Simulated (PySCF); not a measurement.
Cards and structures have been mixed up. Pair them.

Structures:
1. `CN(C)c1ccccn1` (C7H10N2)
2. `CNO` (CH5NO)
3. `C[C@@H]1C[C@H]1Cl` (C4H7Cl)
4. `C(N(C)C)=C` (C4H9N)
5. `O=C([O-])c1cc(F)c(CF)s1` ([C6H3F2O2S]-)

Card P (geometry PBE0-D3(BJ)/def2-SVP):
* Rotational constants A, B, C: 3.591, 1.274, 0.952 GHz
* Static isotropic polarisability (CAM-B3LYP/def2-SVPD): 101.0 au
* Vertical ionisation energy (ΔSCF CAM-B3LYP/def2-SVPD): 7.49 eV
* Point group: Cs
* Lowest singlet excitation (TDDFT CAM-B3LYP/def2-SVPD): 4.55 eV (272 nm, f = 0.073)
* Strongest line among the 10 lowest singlet transitions (TDDFT CAM-B3LYP/def2-SVPD): S10 at 7.10 eV (175 nm, f = 0.446)
* HOMO energy (CAM-B3LYP/def2-SVPD): -6.93 eV

Card Q (geometry PBE0-D3(BJ)/def2-SVP):
- Rotational constants A, B, C: 1.886, 0.600, 0.471 GHz
- Static isotropic polarisability (CAM-B3LYP/def2-SVPD): 104.2 au
- Strongest line among the 6 lowest singlet transitions (TDDFT CAM-B3LYP/def2-SVPD): S4 at 5.17 eV (240 nm, f = 0.234)
- HOMO energy (CAM-B3LYP/def2-SVPD): -4.08 eV
- Lowest singlet excitation (TDDFT CAM-B3LYP/def2-SVPD): 4.26 eV (291 nm, f = 0.000)
- Point group: C1

Card R (geometry PBE0-D3(BJ)/def2-SVP):
- Rotational constants A, B, C: 40.521, 10.056, 8.874 GHz
- Static isotropic polarisability (CAM-B3LYP/def2-SVPD): 30.0 au
- Core binding energies (ΔSCF SCAN, pcX-2 on the ionised atom, pcseg-1 elsewhere, spin-free X2C): C1s 291.6, N1s 406.5, O1s 539.2 eV
- Largest of the computed one-bond spin–spin couplings (means over like bonds) (B3LYP/pcJ-1): 13C–1H +139.4 (×3), 15N–1H -66.9, 17O–1H -64.9, 17O–15N -6.9, 15N–13C -2.2 Hz
- Lowest singlet excitation (TDDFT CAM-B3LYP/def2-SVPD): 6.36 eV (195 nm, f = 0.001)
- Dipole moment (CAM-B3LYP/def2-SVPD): 0.77 D

Card S (geometry PBE0-D3(BJ)/def2-SVP):
- Rotational constants A, B, C: 8.669, 4.070, 2.907 GHz
- Static isotropic polarisability (CAM-B3LYP/def2-SVPD): 62.6 au
- 13C chemical shifts (computed TMS as zero) by class (GIAO PBE/pcSseg-2): 149.6 (1 C), 82.3 (1 C), 42.2 (2 C) ppm
- Lowest singlet excitation (TDDFT CAM-B3LYP/def2-SVPD): 5.38 eV (231 nm, f = 0.053)
- Dipole moment (CAM-B3LYP/def2-SVPD): 1.63 D

Card T (geometry PBE0-D3(BJ)/def2-SVP):
- Rotational constants A, B, C: 9.839, 2.234, 2.001 GHz
- Static isotropic polarisability (CAM-B3LYP/def2-SVPD): 61.2 au
- Vertical ionisation energy (ΔSCF CAM-B3LYP/def2-SVPD): 10.02 eV
- Isotropic shieldings of nuclei other than C and H, by class (GIAO KT2/pcSseg-2): 790 (1 Cl) ppm
- Dipole moment (CAM-B3LYP/def2-SVPD): 2.16 D
- HOMO energy (CAM-B3LYP/def2-SVPD): -9.09 eV
- Lowest triplet excitation (Tamm–Dancoff) (TDA CAM-B3LYP/def2-SVPD): 6.27 eV

All species are isolated and taken at one optimised geometry, non-relativistic unless stated; the electronic structure was computed with PySCF and density fitting. NMR classes are plain means over equivalent atoms (diastereotopic ones count apart unless rotation or inversion swaps them), as if these changed places fast.

Which card belongs to which structure?

P = 1, Q = 5, R = 2, S = 4, T = 3. What ties each card to its structure:
- 1 (card P), C7H10N2, monoisotopic mass 122.1 u, 9 heavy atoms: point group Cs; an asymmetric top with C = 0.952 GHz; polarisability 101.0 au for 66 electrons.
- 2 (card R), CH5NO, monoisotopic mass 47.0 u, 3 heavy atoms: core lines of C, N and O; an asymmetric top with C = 8.874 GHz, the highest such constant on the cards; polarisability 30.0 au for 26 electrons, the smallest shown; dipole 0.77 D.
- 3 (card T), C4H7Cl, monoisotopic mass 90.0 u, 5 heavy atoms: an asymmetric top with C = 2.001 GHz; polarisability 61.2 au for 48 electrons; dipole 2.16 D.
- 4 (card S), C4H9N, monoisotopic mass 71.1 u, 5 heavy atoms: 4 C in 3 classes; the least shielded carbon (149.6 ppm) is a vinylic carbon bearing nitrogen; an asymmetric top with C = 2.907 GHz; polarisability 62.6 au for 40 electrons; dipole 1.63 D.
- 5 (card Q), [C6H3F2O2S]-, monoisotopic mass 177.0 u, 11 heavy atoms: a HOMO at -4.08 eV for the only species of charge -1; an asymmetric top with C = 0.471 GHz, the lowest such constant on the cards; polarisability 104.2 au for 90 electrons, the largest shown.
